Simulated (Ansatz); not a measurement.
# Which method gave which barrier?

Saddle point of SiH2F4, closed shell (SiF₄ ([F][Si]([F])([F])[F]) + H₂ → SiHF₃ ([F][SiH]([F])[F]) + HF; bonds formed: Si1–H7, F2–H6; bonds broken: Si1–F2, H6–H7), PBE0-D4/def2-TZVP structure:

```
7
angstrom
Si -0.3423 0.2080 -0.0157
F 1.0354 -0.3421 1.0975
F -1.1553 0.3402 -1.3763
F -0.0174 1.7103 0.3021
F -1.3917 -0.5056 0.9079
H 1.1570 -0.7191 -0.0059
H 0.7144 -0.6916 -0.9096
```

Ansatz 0.2.0; basis: def2-TZVPP, with def2-QZVPP for the basis limit; cores frozen in the correlated methods. Extrapolation: Hartree–Fock as exp(−7.88 √X), correlation as X^−2.97. Four methods, as single points on the PBE0-D4 structures, gave these electronic barriers from the start structure: 179.1, 239.6, 276.9, 331.3 kJ/mol.

(1) The methods were, in alphabetical order, BHLYP-D4, HF, r2SCAN-D4, SPW92. Which gave which? (Judge from chemistry; the calculation decides.)

No T1 diagnostic of these runs exceeds 0.013.

Results:

(1) Computed: SPW92 179.1; r2SCAN-D4 239.6; BHLYP-D4 276.9; HF 331.3 kJ/mol. For comparison, CCSD(T) at an estimated basis limit (MP2 extrapolated from triple and quadruple zeta, plus CCSD(T) − MP2 in triple zeta) gives 264.9 kJ/mol.

Labels in which every atom is bracketed show which atoms are joined, not bond orders.

For scale, one of the runs: CCSD(T)/def2-TZVPP, 194 basis functions, launched by `ansatz run in.yaml --threads 4 --pin off --events-out ev --progress --plain --max-ram 9574MiB`. The run took 86 s on 4 CPU threads of an Intel Xeon (shared host), with 2.5 GiB of host memory at its peak.
